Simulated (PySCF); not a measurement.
# NMR data sheet: C7H4NOP

```
Formula                               : C7H4NOP
SMILES                                : N#Cc1ccc(C=O)pc1
Point group of the computed structure : Cs
Carbon signals                        : 7
Proton signals                        : 4
```

Numbering as in the mapped SMILES `[N:1]#[C:2][c:3]1[cH:4][cH:5][c:6]([CH:7]=[O:8])[p:9][cH:10]1`; H(Xn) means a hydrogen on atom n.

Calculated, not measured (PySCF 2.14.0 with density-fitted response routines): coordinates at the GFN2-xTB level, GIAO PBE0/pcSseg-1 shieldings. One conformer, no solvent model, non-relativistic Hamiltonian.

References, each an isolated molecule treated in the same way: ¹H (σ = 31.72 ppm), ¹³C (σ = 186.93 ppm) vs TMS; H3PO4 for ³¹P (σ = 318.38 ppm); NH3 for ¹⁵N (σ = 267.73 ppm); ¹⁷O (σ = 336.08 ppm) against H2O.

| carbon | δC, type | δH (multiplicity) | HMBC from (2–3 bonds) | span of the C tensor (ppm) |
| --- | --- | --- | --- | --- |
| C2 | 124.3, C | – | H(C10), H(C4) | 356 |
| C3 | 125.5, C | – | H(C10), H(C5), H(C4) | 219 |
| C4 | 139.5, CH | 8.18 (m) | H(C10), H(C5) | 226 |
| C5 | 143.6, CH | 8.32 (m) | H(C7), H(C4) | 237 |
| C6 | 176.1, C | – | H(C7), H(C10), H(C5), H(C4) | 295 |
| C7 | 196.9, CH | 10.32 (m) | H(C5) | 180 |
| C10 | 174.8, CH | 9.80 (m) | H(C4) | 338 |

Other nuclei:
```json
{"atoms": "P9", "nucleus": "³¹P", "environment": "phosphorus bonded to 2 C, in a 6-membered ring", "δ (ppm)": "268.4", "σ (ppm)": "50.0"}
{"atoms": "N1", "nucleus": "¹⁵N", "environment": "nitrile nitrogen", "δ (ppm)": "323.0", "σ (ppm)": "-55.3"}
{"atoms": "O8", "nucleus": "¹⁷O", "environment": "aldehyde oxygen", "δ (ppm)": "679.3", "σ (ppm)": "-343.2"}
```

δC 196.9: aldehyde carbonyl carbon; the double bond to the heteroatom, with no lone-pair donor beside it, deshields it most. δC 176.1, 125.5: substituted aromatic carbon. δC 124.3: nitrile carbon; this is the usual window of a C≡N carbon, which has no attached hydrogen. δH 10.32: hydrogen on an aldehyde carbonyl carbon; deshielded by the polar, anisotropic C=O bond. δH 9.80, 8.32, 8.18: hydrogen on an aromatic CH.

Splittings by ³¹P in the carbon and heteronuclear signals aren't shown, as no couplings were computed. Shifts are as computed. Against solution values, carbons near 30 ppm lie about +3 ppm off and those near 130 ppm about +5 ppm. Of 1211 compounds with measured shifts, 218 miss one by over three times the rms of a fit or turn the order of signals round; such compounds aren't used in these exercises. Unscaled 17O shifts of doubly bonded oxygen tend to come out too high, by tens of ppm or more. Experimental scales use liquid or dissolved standards, which lie at an offset from isolated NH3 (liquid NH3: subtract about 20 ppm) and H2O (liquid H2O: subtract about 36 ppm) and H3PO4. Unscaled 15N shifts of sp2 nitrogen come out 20 to 40 ppm too high even then. No couplings were computed; multiplicities are counted from neighbouring protons, with m where these are inequivalent, close in shift, in a saturated or five-membered ring or joined by F or P, and br s for small geminal =CH2 splittings.
